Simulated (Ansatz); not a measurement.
```yaml
crystal:
  periodic: [false, false, false]
  atoms:
    - {symbol: Cu, position_ang: [0.370780, 0.990671, 1.016739]}
    - {symbol: Cu, position_ang: [-0.765634, 0.044016, -1.250944]}
    - {symbol: Te, position_ang: [1.482261, 2.843797, -0.255892]}
    - {symbol: Te, position_ang: [1.329647, 1.051660, -2.273388]}
    - {symbol: Te, position_ang: [-0.436725, -2.393416, -0.172405]}
    - {symbol: Te, position_ang: [-1.956705, -2.109300, 2.047230]}
    - {symbol: Te, position_ang: [3.120959, -0.940767, -1.357411]}
    - {symbol: Te, position_ang: [-2.972348, 1.058973, -0.626692]}
    - {symbol: Te, position_ang: [1.832319, -1.262118, 0.999237]}
    - {symbol: Te, position_ang: [-2.004545, 0.716475, 1.873506]}
basis:
  gaussian: {orbitals: def2-TZVP}
magnetization: {spin_polarized: true, initial_magnetization: 2}
hamiltonian: {xc: pbe0, dispersion: d4}
scf: {omitted_lower_state_checks: [starts]}
output: {orbitals: {seedname: orbitals}}
```

```sh
$ ansatz run in.yaml --threads 4 --pin off --events-out ev --progress --plain --max-ram 6963MiB
```

Problem. Does this run fit into the memory that it is given?

Solution. No. It has 490 basis functions, and Ansatz plans for 14 GiB where 7 GiB are given.
